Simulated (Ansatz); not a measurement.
Species: LiO, net charge 0, doublet state. 
Geometry from a B3LYP-D3(BJ)/def2-TZVP (Ansatz, a program for electronic structure) optimisation:
SMILES: [Li][O]
```xyz
2

Li     0.0000     0.0000    -1.2241
O      0.0000     0.0000     0.4590
```
Charge 0, spin multiplicity 2.

Basis-set convergence of Hartree-Fock and CCSD(T) correlation energies (hartree) with Ansatz. Correlated levels leave the core frozen unless marked. Open shells are spin-unrestricted. No spin-orbit coupling. Non-relativistic.

```csv
basis,functions,E(HF),"E(corr, CCSD(T))"
def2-SVPD,35,-82.22127,-0.17851
def2-TZVPPD,62,-82.31398,-0.22271
def2-QZVPPD,101,-82.31770,-0.24011
```

Extrapolating the two largest sets (X = 3 and 4) as X^-3: E(corr) = (64·(-0.24011) - 27·(-0.22271))/37 = -0.2528 Eh, an estimate of the basis-set limit. The largest set recovers 95.0 % of it, the smallest 70.6 %.
